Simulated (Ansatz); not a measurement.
`C[C@@H]1B[C@H]1Cl` + H–F → `F[C@H]1B[C@@H]1Cl` + CH₄  (substitution at a C–C bond)

Program: Ansatz. Geometries: PBE0-D4/def2-TZVP. ΔE: electronic, gas phase. CCSD(T)/CBS is the MP2 limit (def2-TZVPP, def2-QZVPP) plus CCSD(T) − MP2 in def2-TZVPP, frozen cores. This one scheme is used for every species.

| level | ΔE (kJ/mol) |
| --- | --- |
| CCSD/def2-TZVPP | 68.0 |
| HF/CBS(def2) | 52.7 |

What does CCSD(T)/CBS give? (Estimate.)

Computed: +73.6 kJ/mol. The listed levels differ from it by -5.6, -20.9 kJ/mol.

Largest T1 diagnostic among the species: 0.011.

In def2-TZVPP, CCSD(T) changes the Hartree–Fock value by +17.3 kJ/mol (the triples alone add +1.2 kJ/mol) and MP2 by +28.3 kJ/mol. From PBE to PBE0 (25 % exact exchange), in def2-TZVPP and without D4, ΔE moves by +7.3 kJ/mol.
